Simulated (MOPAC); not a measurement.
Input file for MOPAC: AM1 on BrGeH3O (SMILES [OH][GeH2][Br]), a point of a torsion scan.

```
AM1 1SCF PRECISE CHARGE=0 THREADS=1
BrGeH3O

O      1.26291901 1     0.18406578 1    -0.43869079 1
Ge    -0.32414989 1    -0.31005809 1     0.02330820 1
Br    -1.77693484 1     1.30545417 1    -0.63924481 1
H      1.82382125 1     0.70406286 1     0.13205252 1
H     -0.44607882 1    -0.47049129 1     1.51937392 1
H     -0.56630478 1    -1.53684365 1    -0.79879249 1
```

Program output:

```
*******************************************************************************
 **                                                                           **
 **                              MOPAC v23.2.5                                **
 **                                                                           **
 *******************************************************************************
 ** MOPAC's Digital Object Identifier: https://doi.org/10.5281/zenodo.6511958 **
 **                                                                           **
 ** Please cite the open-source release paper for use of this MOPAC version:  **
 ** J. E. Moussa and J. J. P. Stewart (2026)                                  **
 ** MOPAC: An open-source semiempirical molecular orbital program             **
 ** J. Open Source Softw., 11(119), 8025, https://doi.org/10.21105/joss.08025 **
 *******************************************************************************

                              AM1 CALCULATION RESULTS

 *******************************************************************************
 *  AM1        - The AM1 Hamiltonian to be used
 *
 *
 *
 *                 CHARGE ON SYSTEM = 0
 *
 *
 *
 *  PRECISE    - TIGHTER CRITERIA TO BE USED
 *  1SCF       - DO 1 SCF AND THEN STOP
 *  THREADS=1  - MULTI-THREADING NOT USED
 *  T=         - A TIME OF 172800.0 SECONDS REQUESTED
 *  DUMP=N     - RESTART FILE WRITTEN EVERY 7200.0 SECONDS REQUESTED
 *******************************************************************************
AM1 1SCF PRECISE CHARGE=0 THREADS=1
 BrGeH3O

   ATOM   CHEMICAL          X               Y               Z
  NUMBER   SYMBOL      (ANGSTROMS)     (ANGSTROMS)     (ANGSTROMS)

     1       O          1.26291901  *   0.18406578  *  -0.43869079  *
     2      Ge         -0.32414989  *  -0.31005809  *   0.02330820  *
     3      Br         -1.77693484  *   1.30545417  *  -0.63924481  *
     4       H          1.82382125  *   0.70406286  *   0.13205252  *
     5       H         -0.44607882  *  -0.47049129  *   1.51937392  *
     6       H         -0.56630478  *  -1.53684365  *  -0.79879249  *



          CARTESIAN COORDINATES

    NO.       ATOM           X           Y           Z

     1         O          1.2629      0.1841     -0.4387
     2        Ge         -0.3241     -0.3101      0.0233
     3        Br         -1.7769      1.3055     -0.6392
     4         H          1.8238      0.7041      0.1321
     5         H         -0.4461     -0.4705      1.5194
     6         H         -0.5663     -1.5368     -0.7988

  H: (AM1): M.J.S. DEWAR ET AL, J. AM. CHEM. SOC. 107 3902-3909 (1985)
  O: (AM1): M.J.S. DEWAR ET AL, J. AM. CHEM. SOC. 107 3902-3909 (1985)
 Ge: (AM1): M.J.S.Dewar and C.Jie, Organometallics, 8, 1544, (1989)
 Br: (AM1): M.J.S. DEWAR AND E. G. ZOEBISCH, THEOCHEM, 180, 1 (1988).

           Empirical Formula: H3 O Ge Br  =     6 atoms



      MOLECULAR POINT GROUP   :   C1


      RHF CALCULATION, NO. OF DOUBLY OCCUPIED LEVELS = 10


 -------------------------------------------------------------------------------
 AM1 1SCF PRECISE CHARGE=0 THREADS=1
 BrGeH3O



     1SCF WAS SPECIFIED, SO BFGS WAS NOT USED
     SCF FIELD WAS ACHIEVED


                              AM1 CALCULATION
                                                       MOPAC v23.2.5 Linux




          FINAL HEAT OF FORMATION =        -60.69495 KCAL/MOL =    -253.94768 KJ/MOL


          COSMO AREA              =        110.78 SQUARE ANGSTROMS
          COSMO VOLUME            =         99.00 CUBIC ANGSTROMS

          IONIZATION POTENTIAL    =         10.780004 EV
          HOMO LUMO ENERGIES (EV) =        -10.780 -0.953
          NO. OF FILLED LEVELS    =         10
          MOLECULAR WEIGHT        =        171.5171         POINT GROUP:  C1

          MOLECULAR DIMENSIONS (Angstroms)

            Atom       Atom       Distance
            H     4   Br     3     3.73122
            H     6   Br     3     2.65155
            H     5    O     1     2.37649


          SCF CALCULATIONS        =          1





   ATOM   CHEMICAL          X               Y               Z
  NUMBER   SYMBOL      (ANGSTROMS)     (ANGSTROMS)     (ANGSTROMS)

     1       O          1.26291901  *   0.18406578  *  -0.43869079  *
     2      Ge         -0.32414989  *  -0.31005809  *   0.02330820  *
     3      Br         -1.77693484  *   1.30545417  *  -0.63924481  *
     4       H          1.82382125  *   0.70406286  *   0.13205252  *
     5       H         -0.44607882  *  -0.47049129  *   1.51937392  *
     6       H         -0.56630478  *  -1.53684365  *  -0.79879249  *

                             CARTESIAN COORDINATES

   1    O        1.262919010     0.184065780    -0.438690790
   2   Ge       -0.324149890    -0.310058090     0.023308200
   3   Br       -1.776934840     1.305454170    -0.639244810
   4    H        1.823821250     0.704062860     0.132052520
   5    H       -0.446078820    -0.470491290     1.519373920
   6    H       -0.566304780    -1.536843650    -0.798792490


           Empirical Formula: H3 O Ge Br  =     6 atoms



      MOLECULAR POINT GROUP   :   C1


                  EIGENVALUES
 -36.20005 -30.44647 -18.34612 -15.60374 -14.27053 -14.02685 -12.46749 -11.57997
 -10.97774 -10.78000  -0.95274   0.23115   0.50819   1.03702   5.47466


              NET ATOMIC CHARGES AND DIPOLE CONTRIBUTIONS

  ATOM NO.   TYPE          CHARGE      No. of ELECS.   s-Pop       p-Pop
    1          O          -0.595449        6.5954     1.84935     4.74610
    2         Ge           0.952532        3.0475     0.86448     2.18299
    3         Br          -0.332397        7.3324     1.96467     5.36773
    4          H           0.238853        0.7611     0.76115
    5          H          -0.142657        1.1427     1.14266
    6          H          -0.120882        1.1209     1.12088
 DIPOLE           X         Y         Z       TOTAL
 POINT-CHG.     0.469    -2.007     1.956     2.841
 HYBRID         0.832     0.438     0.398     1.021
 SUM            1.300    -1.568     2.354     3.113


          ATOMIC ORBITAL ELECTRON POPULATIONS

     Atom    s        px        py        pz
    1  O   1.84935   1.42115   1.73607   1.58888
    2 Ge   0.86448   0.62154   0.75315   0.80830
    3 Br   1.96467   1.72482   1.69775   1.94515
    4  H   0.76115
    5  H   1.14266
    6  H   1.12088

 **********************
 *                    *
 * JOB ENDED NORMALLY *
 *                    *
 **********************




 == MOPAC DONE ==
```

The run finished.

Cost: roughly 0.020 core-seconds.
